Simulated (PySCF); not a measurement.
Basis-set dependence of population analyses: `[SiH3]O[SiH2][SiH2]S`

Species: H8OSSi3.
Bonds: Si1–O2, O2–Si3, Si3–Si4, Si4–S5. Hydrogens: H6, H7, H8 on Si1; H9, H10 on Si3; H11, H12 on Si4; H13 on S5.

PBE0 throughout (PySCF), one geometry, spherical d and f functions. One conformer (not necessarily the lowest) at the PBE0-D3(BJ)/def2-SVP geometry, without solvent, vibrations or thermal averaging. Atoms taken as equivalent share a column and are averaged. The first 7 of 9 kinds of atom are listed.

Mulliken charges (e):

| basis | functions | Si1 | O2 | Si3 | Si4 | S5 | H6/H7/H8 | H9/H10 |
| --- | --- | --- | --- | --- | --- | --- | --- | --- |
| STO-3G | 49 | +0.660 | -0.532 | +0.546 | +0.312 | -0.090 | -0.130 | -0.133 |
| 6-31G | 77 | +0.860 | -0.971 | +0.786 | +0.249 | -0.272 | -0.122 | -0.120 |
| pcSseg-0 | 77 | +0.822 | -1.028 | +0.705 | +0.116 | -0.436 | -0.098 | -0.055 |
| 6-31G* | 102 | +0.598 | -0.682 | +0.562 | +0.169 | -0.303 | -0.083 | -0.080 |
| cc-pVDZ | 126 | +0.449 | -0.522 | +0.421 | +0.116 | -0.239 | -0.063 | -0.059 |
| def2-SVP | 126 | +0.584 | -0.592 | +0.503 | +0.194 | -0.273 | -0.095 | -0.081 |
| aug-cc-pVDZ | 203 | -0.205 | -0.975 | +0.050 | -0.420 | -0.472 | +0.235 | +0.306 |
| 6-311+G(2d,p) | 215 | +0.687 | -0.921 | +0.520 | +0.154 | -0.187 | -0.068 | -0.055 |
| def2-TZVP | 227 | +0.279 | -0.402 | +0.269 | +0.137 | -0.316 | -0.029 | -0.025 |
| cc-pVTZ | 278 | +0.264 | -0.345 | +0.269 | +0.152 | -0.249 | -0.034 | -0.034 |
| IGLO-III | 291 | +0.853 | -0.648 | +0.661 | +0.605 | -0.315 | -0.177 | -0.170 |
| pcSseg-2 | 320 | +0.797 | -0.719 | +0.612 | +0.316 | -0.232 | -0.142 | -0.123 |

IAO charges (e):

```csv
basis,functions,Si1,O2,Si3,Si4,S5,H6/H7/H8,H9/H10
STO-3G,49,+0.773,-0.701,+0.622,+0.369,-0.174,-0.139,-0.134
6-31G,77,+0.700,-0.798,+0.597,+0.265,-0.291,-0.099,-0.093
pcSseg-0,77,+0.697,-0.793,+0.587,+0.212,-0.284,-0.098,-0.085
6-31G*,102,+0.837,-0.858,+0.699,+0.362,-0.295,-0.135,-0.127
cc-pVDZ,126,+0.827,-0.855,+0.690,+0.366,-0.302,-0.133,-0.126
def2-SVP,126,+0.846,-0.853,+0.701,+0.368,-0.294,-0.139,-0.131
aug-cc-pVDZ,203,+0.828,-0.864,+0.692,+0.371,-0.314,-0.132,-0.125
"6-311+G(2d,p)",215,+0.864,-0.883,+0.718,+0.388,-0.310,-0.140,-0.133
def2-TZVP,227,+0.875,-0.887,+0.728,+0.393,-0.310,-0.143,-0.136
cc-pVTZ,278,+0.860,-0.880,+0.717,+0.384,-0.313,-0.140,-0.132
IGLO-III,291,+0.872,-0.886,+0.724,+0.387,-0.305,-0.143,-0.135
pcSseg-2,320,+0.874,-0.885,+0.725,+0.386,-0.309,-0.143,-0.135
```

Hirshfeld charges (e):

```csv
basis,functions,Si1,O2,Si3,Si4,S5,H6/H7/H8,H9/H10
STO-3G,49,+0.442,-0.336,+0.371,+0.260,-0.119,-0.091,-0.098
6-31G,77,+0.397,-0.361,+0.312,+0.205,-0.150,-0.070,-0.071
pcSseg-0,77,+0.411,-0.343,+0.333,+0.222,-0.154,-0.079,-0.080
6-31G*,102,+0.379,-0.310,+0.293,+0.204,-0.143,-0.073,-0.073
cc-pVDZ,126,+0.381,-0.295,+0.299,+0.213,-0.125,-0.078,-0.080
def2-SVP,126,+0.387,-0.295,+0.305,+0.217,-0.121,-0.080,-0.082
aug-cc-pVDZ,203,+0.391,-0.326,+0.307,+0.213,-0.122,-0.076,-0.077
"6-311+G(2d,p)",215,+0.394,-0.325,+0.307,+0.213,-0.124,-0.077,-0.077
def2-TZVP,227,+0.386,-0.313,+0.303,+0.210,-0.122,-0.077,-0.077
cc-pVTZ,278,+0.383,-0.307,+0.303,+0.211,-0.123,-0.076,-0.078
IGLO-III,291,+0.379,-0.312,+0.304,+0.211,-0.114,-0.075,-0.078
pcSseg-2,320,+0.392,-0.320,+0.309,+0.216,-0.126,-0.077,-0.078
```

Some averages cover members that differ in this geometry, most widely: H6/H7/H8, Mulliken in aug-cc-pVDZ +0.222 to +0.250 e.

Problem. Which scheme is steadiest as the basis changes?

Solution. Largest range over the bases for any column: Hirshfeld 0.08 e, IAO 0.19 e, Mulliken 1.07 e. Hirshfeld charges move least and Mulliken charges most, counted in e. Without the minimal STO-3G basis the ranges are Hirshfeld 0.07, IAO 0.18, Mulliken 1.07 e.

Problem. How much do the charges still move between the two largest bases, IGLO-III and pcSseg-2?

Solution. At most, over all atoms: Mulliken 0.289 e, IAO 0.004 e, Hirshfeld 0.013 e.

Problem. What do the same runs give for the total energy, the frontier levels and the dipole moment?

Solution. 
```csv
basis,energy (Eh),HOMO (eV),LUMO (eV),μ (D)
STO-3G,-1330.6584,-3.33,5.04,1.26
6-31G,-1345.9517,-7.21,-0.69,2.36
pcSseg-0,-1344.4812,-7.37,-0.86,2.39
6-31G*,-1346.1168,-7.20,-0.69,1.67
cc-pVDZ,-1346.1910,-7.16,-0.60,1.30
def2-SVP,-1345.7409,-7.17,-0.56,1.32
aug-cc-pVDZ,-1346.2046,-7.27,-0.97,1.18
"6-311+G(2d,p)",-1346.2708,-7.28,-1.00,1.21
def2-TZVP,-1346.2873,-7.27,-0.87,1.14
cc-pVTZ,-1346.2918,-7.27,-0.81,1.15
IGLO-III,-1346.2820,-7.21,-0.76,1.00
pcSseg-2,-1346.3124,-7.31,-0.95,1.34
```

The dipole is fixed by the density alone, so its range of 1.39 D shows that the density itself changes with the basis, not only its division among atoms.
